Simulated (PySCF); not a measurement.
C₂H₆O₃Sn, SMILES C=[CH][Sn]([OH])([OH])[OH] (connectivity only; charge and spin as stated), charge +1, multiplicity 2.

Coordinates come from a r2SCAN-D4/def2-SVP optimisation. The def2 effective core potentials stand for the cores of Sn; spin–orbit coupling is left out. One conformer was computed; it need not be the lowest.

These are PBE0/def2-TZVP (PySCF) values and carry that method's errors.

Gas-phase values at a fixed geometry.

Computed frontier levels, dipole moment and polarisability:
```
Quantity                                                            Value
------------------------------------------------  -----------------------
α spin, highest occupied and lowest empty level       -13.65 and -7.33 eV
β spin, highest occupied and lowest empty level      -13.67 and -10.55 eV
dipole moment about the centre of nuclear charge                   4.48 D
mean static polarisability                          80.0 bohr³ (11.85 Å³)
polarisability, principal values                  60.6, 63.9, 115.5 bohr³
⟨S²⟩                                              0.760 (pure state 0.75)
```
